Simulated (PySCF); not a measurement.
**CH9FSi3**

CH9FSi3 is a small molecule, neutral, singlet. The structure, one conformer, was relaxed in the gas phase by PBE0-D3(BJ)/def2-SVP. No frequency run checks that it is a minimum.

SMILES: C[Si](F)([SiH3])[SiH3]

Coordinates in Å:
```
Si1     0.331    0.384   -0.288
Si2    -0.345    1.055    1.859
Si3    -1.486   -0.473   -1.505
C4      1.726   -0.862   -0.191
F5      0.884    1.714   -1.080
H6     -1.415    2.096    1.780
H7      0.808    1.598    2.641
H8     -0.892   -0.138    2.582
H9     -2.584    0.536   -1.611
H10    -2.012   -1.679   -0.790
H11    -1.064   -0.881   -2.882
H12     2.041   -1.184   -1.196
H13     2.598   -0.428    0.323
H14     1.402   -1.752    0.371
```

Shieldings: GIAO PBE0/pcSseg-1. Shifts are against computed references at the same level: C TMS (σ 184.4 ppm), H TMS (σ 31.27 ppm), Si TMS (σ 352.0 ppm). Core levels by delta-SCF with SCAN, pcX-2 on the ionised atom and pcseg-1 elsewhere, spin-free X2C (2p3/2 is the spin-free 2p value less a third of a first-order spin-orbit splitting); from the vacuum level, for chosen atoms.

Give the shieldings and core levels atom by atom.


| atoms | bonded to | σ (ppm) | δ (ppm) | core level (eV) |
| --- | --- | --- | --- | --- |
| Si1 | 1 C + 1 F + 2 Si | 301.6 | 50.3 | 2p3/2 107.14 |
| Si2 Si3 | 1 Si + 3 H | 459.1 | -107.1 | 2p3/2 106.50 |
| C4 | 1 Si + 3 H | 181.3 | 3.1 | 1s 290.43 |
| F5 | 1 Si | 400.0 | - | 1s 691.68 |
| H6 H7 H8 | 1 Si | 27.76 | 3.51 | - |
| H9 H10 H11 | 1 Si | 27.76 | 3.51 | - |
| H12 H13 H14 | 1 C | 30.58 | 0.69 | - |

Values are those of this one static structure, with the three H of a rotating XH3 group averaged; atoms that internal rotation interchanges would show their mean in an NMR spectrum.

Which of Si1, Si2 holds its core electrons tightest, and by how much against the loosest?

Si1 (bonded to 1 C + 1 F + 2 Si), by 0.64 eV over Si2 (bonded to 1 Si + 3 H).

By CAM-B3LYP/def2-SVPD (TDDFT singlets, Tamm-Dancoff triplets, ionisation by delta-SCF), where does absorption start, and what does vertical ionisation take?

The lowest singlet lies at 5.97 eV (f 0.034), the strongest of the first 6 at 7.59 eV (f 0.512), the lowest triplet at 5.24 eV; vertical ionisation takes 9.62 eV.
